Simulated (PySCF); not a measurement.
## SMILES O=CC1=C[C@@H]2C=C[C@H]1C2, C$_{8}$H$_{8}$O

Molfile (atoms numbered from 1):
```
C8H8O
     RDKit          3D

 17 18  0  0  0  0  0  0  0  0999 V2000
    2.9686    0.6731    0.3921 O   0  0  0  0  0  0  0  0  0  0  0  0
    2.3267    0.3574   -0.5828 C   0  0  0  0  0  0  0  0  0  0  0  0
    0.9190   -0.0208   -0.5515 C   0  0  0  0  0  0  0  0  0  0  0  0
    0.1289   -0.3305   -1.5972 C   0  0  0  0  0  0  0  0  0  0  0  0
   -1.2686   -0.5837   -1.0375 C   0  0  2  0  0  0  0  0  0  0  0  0
   -1.7680    0.7574   -0.4772 C   0  0  0  0  0  0  0  0  0  0  0  0
   -0.9857    1.0626    0.5624 C   0  0  0  0  0  0  0  0  0  0  0  0
    0.0416   -0.0647    0.7018 C   0  0  1  0  0  0  0  0  0  0  0  0
   -0.8608   -1.2555    0.2989 C   0  0  0  0  0  0  0  0  0  0  0  0
    2.7927    0.3353   -1.6016 H   0  0  0  0  0  0  0  0  0  0  0  0
    0.4052   -0.3507   -2.6534 H   0  0  0  0  0  0  0  0  0  0  0  0
   -1.9623   -1.1188   -1.6979 H   0  0  0  0  0  0  0  0  0  0  0  0
   -2.5731    1.3486   -0.9146 H   0  0  0  0  0  0  0  0  0  0  0  0
   -1.0065    1.9625    1.1778 H   0  0  0  0  0  0  0  0  0  0  0  0
    0.5948   -0.1138    1.6466 H   0  0  0  0  0  0  0  0  0  0  0  0
   -0.3037   -2.1952    0.1621 H   0  0  0  0  0  0  0  0  0  0  0  0
   -1.7127   -1.4072    0.9779 H   0  0  0  0  0  0  0  0  0  0  0  0
  1  2  2  0
  2  3  1  0
  3  4  2  0
  4  5  1  0
  5  6  1  0
  6  7  2  0
  7  8  1  0
  8  9  1  0
  8  3  1  0
  9  5  1  0
  2 10  1  0
  4 11  1  0
  5 12  1  6
  6 13  1  0
  7 14  1  0
  8 15  1  1
  9 16  1  0
  9 17  1  0
M  END
```

Level of theory: quadratic response CAM-B3LYP/aug-cc-pVDZ first hyperpolarisability, Taylor convention, gas phase (PySCF). Geometry: PBE0-D3(BJ)/def2-SVP.

(1) Give the tensor of the second harmonic β(−2ω;ω,ω) at 1907 nm in the axes of these coordinates.

## Answers

(1) In au, Taylor convention; rows are the first index (the induced dipole):
```
       xx     yy     zz     xy     xz     yz
x  -196.4   -3.8  +18.4  -53.7   -7.8  -13.6
y   -54.1   +9.3   -2.2   -4.3  -13.9  +22.0
z   -10.7  +22.0  +85.7  -14.4  +17.7   -2.6
```
Norm of βᵢ = ⅓ Σⱼ (βᵢⱼⱼ + βⱼᵢⱼ + βⱼⱼᵢ): 212.9 au, hyper-Rayleigh value 94.9 au.
